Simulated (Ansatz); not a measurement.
Reaction (formal exchange of groups at a B–C bond): `C=C(Br)BC` + `FC=[Se]` → `CBC=[Se]` + `C=C(F)Br`

Calculated with Ansatz (gas phase, PBE0-D4/def2-TZVP geometries, no zero-point term in ΔE). CCSD(T)/CBS adds triple-zeta CCSD(T) − MP2 to the extrapolated MP2 energy (def2 sets, frozen cores). Functionals use def2-TZVPP. For Br, Se outer-core shells are correlated without core-valence functions, which leaves a few kJ/mol of doubt a bond. Scalar relativity is left out up to krypton. One conformer a species, not always the lowest.

(1) Is it downhill or uphill in electronic energy at CCSD(T)/CBS, and by how much? (Estimate.)

(2) What do these levels give: revPBE-D4, r2SCAN0-D4, CAM-B3LYP-D4, CAM-B3LYP, CCSD(T)/def2-SVP, MP2/def2-QZVPP? (An estimate is asked.)

Largest T1 diagnostic among the species: 0.018.

## Answers

(1) Ansatz gave: Uphill: ΔE = +0.34 eV.

(2) Computed: revPBE-D4 0.27, r2SCAN0-D4 0.30, CAM-B3LYP-D4 0.36, CAM-B3LYP 0.35, CCSD(T)/def2-SVP 0.33, MP2/def2-QZVPP 0.37 eV.

In def2-TZVPP, CCSD(T) changes the Hartree–Fock value by −0.10 eV (the triples alone add −0.01 eV) and MP2 by −0.07 eV. Leaving LDA and LC-ωPBE aside and taking each functional with its dispersion term where it has one, the values, not all of them listed here, spread over 0.11 eV, from PBE-D4 to BHLYP-D4. LDA lies −0.04 eV from PBE without D4.
